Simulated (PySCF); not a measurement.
## Vibration and rotation of MgSe⁻

M06-2X constants of MgSe⁻, ²Σ⁺ (doublet), unpaired electrons σ ↑ (Mg aug-cc-pVDZ, Se aug-cc-pVDZ-PP with ECP10; scalar-relativistic core potentials (PySCF 2.14); masses 23.9850 and 79.9165 u):

| Item | Value |
| --- | --- |
| ωe | 386.9 cm⁻¹ |
| ωexe | 1.62 cm⁻¹ |
| Be | 0.16501 cm⁻¹ |
| αe | 0.000880 cm⁻¹ |
| D (centrifugal) | 1.2e-07 cm⁻¹ |
| De to Mg + Se⁻ | 1.77 eV |

Problem. Give the vibrational terms G(v) and spacings up to v = 6.

Solution. G(v) = ωe(v+½) − ωexe(v+½)².

```csv
v,G(v) (cm⁻¹),G(v) − G(v−1),Bv (cm⁻¹)
0,193.0,,0.1646
1,576.7,383.7,0.1637
2,957.1,380.4,0.1628
3,1334.3,377.2,0.1619
4,1708.2,373.9,0.1610
5,2078.9,370.7,0.1602
6,2446.4,367.5,0.1593
```

Problem. How well does the Morse estimate ωe²/(4ωexe) reproduce De, and what is D0?

Solution. It gives 2.86 eV, 162 % of the computed De. D0 = De − G(0) = 1.77 − 0.02 = 1.75 eV.

Spin–orbit coupling is left out. For an ion De counts to the pair picked by the measured ionisation energies or electron affinities, which need not be the lowest pair at this level. The state was picked by a PBE0 search and need not be the measured ground state.
